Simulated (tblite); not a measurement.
Compound: 2-phenyl-2-phosphabicyclo[2.2.1]heptane, C12H15P.
Cartesian coordinates in Å at the GFN2-xTB level; atoms count from 1:
```xyz
28
C12H15P angstrom
C      3.7529    0.5008   -1.6411
C      2.8819   -0.1371   -2.5093
C      1.6926   -0.6575   -2.0363
C      1.3459   -0.5344   -0.6924
P     -0.2014   -1.3407   -0.1255
C     -1.4315   -0.4833   -1.2620
C     -2.1727    0.5261   -0.3849
C     -3.0820   -0.2108    0.6056
C     -2.1185   -0.7019    1.7033
C     -0.7479   -0.1849    1.2455
C     -1.1040    1.1136    0.5311
C      2.2450    0.0728    0.1778
C      3.4343    0.5961   -0.2971
H      4.6812    0.9122   -2.0094
H      3.1329   -0.2314   -3.5563
H      1.0213   -1.1692   -2.7136
H     -2.1130   -1.2152   -1.7012
H     -0.8999    0.0179   -2.0738
H     -2.7125    1.2589   -0.9877
H     -3.6124   -1.0327    0.1256
H     -3.8255    0.4726    1.0179
H     -2.3836   -0.2769    2.6731
H     -2.1257   -1.7887    1.8025
H     -0.0293   -0.1091    2.0608
H     -1.5125    1.8561    1.2186
H     -0.2697    1.5510   -0.0178
H      2.0168    0.1429    1.2314
H      4.1167    1.0802    0.3873
```

Computed with GFN2-xTB (tblite): harmonic, unscaled wavenumbers at the GFN2-xTB geometry, gas phase. Errors from tens to a few hundred cm⁻¹ against measured bands are possible. One conformer, not necessarily the lowest.

Harmonic wavenumbers (cm⁻¹): 39.8, 64.5, 117.1, 127.2, 208.6, 255.2, 260.9, 362.8, 371.1, 402.9, 419.2, 453.4, 483.0, 585.5, 633.8, 657.5, 674.2, 689.1, 725.6, 738.7, 781.6, 824.1, 844.7, 871.9, 895.7, 914.4, 926.3, 932.0, 948.8, 965.4, 970.5, 984.4, 990.3, 1020.7, 1040.5, 1065.1, 1082.3, 1104.7, 1114.3, 1120.5, 1128.3, 1143.9, 1169.9, 1182.0, 1198.0, 1206.4, 1217.6, 1228.8, 1255.2, 1268.4, 1279.6, 1292.7, 1311.1, 1312.5, 1316.6, 1422.3, 1449.9, 1456.2, 1482.6, 1484.7, 1507.4, 1576.8, 1588.6, 2953.1, 2959.5, 2961.3, 2967.9, 2972.8, 2975.6, 2983.7, 2987.6, 2993.8, 3003.3, 3052.4, 3067.6, 3072.9, 3080.6, 3088.8.

A = 1857, B = 456.0, C = 426.9 MHz; mass 190.091 u (most abundant isotopes); point group C1, symmetry number 1.

Task: Zero-point energy?

Result: Half the sum of the wavenumbers: 51634 cm⁻¹ = 617.68 kJ/mol.

Task: Give the ideal-gas entropy at 350 K and 1 bar in the rigid-rotor, harmonic-oscillator model (classical rotation).

Result: Translation 177.63, rotation 132.39, vibration 163.60: S = 473.6 J/(mol K).

Task: And Cp and H(350 K) − H(0)?

Result: Cp = 238.15 J/(mol K), of which vibrations give 204.90 (their classical limit is 78 R = 648.5); H(350 K) − H(0) = 43.22 kJ/mol without the zero-point energy, 31.58 from vibrations.

Task: What must be added to the electronic energy to get the Gibbs energy at 350 K and 1 bar?

Result: ZPE + [H(350 K) − H(0)] − T·S = 617.68 + 43.22 − 165.77 = 495.13 kJ/mol.

Task: How do the functions run with temperature in this model?

Result: 
```csv
T (K),S (J/(mol K)),Cp (J/(mol K)),H − H(0) (kJ/mol),G − H(0) (kJ/mol),ln q(vib)
150,340.6,102.0,9.90,-41.18,3.12
250,406.6,164.8,23.08,-78.55,5.85
298.15,438.6,200.0,31.86,-98.90,7.25
400,507.7,273.2,56.02,-147.08,10.40
600,641.1,384.5,122.56,-262.11,17.10
900,818.1,485.7,254.52,-481.76,27.32
```

q(vib) and H(0) count from the zero-point level.

Hindered rotation and anharmonicity are outside this model. Other conformers, if any are populated, would add a mixing term that is left out. The structure is chiral; the term R ln 2 for an equal mix with its mirror image is left out.

The run took 2.0 s on Arm Neoverse V1, one thread, shared host with 32 logical CPUs at a one-minute load of 18. The figure is for the frequency step alone.
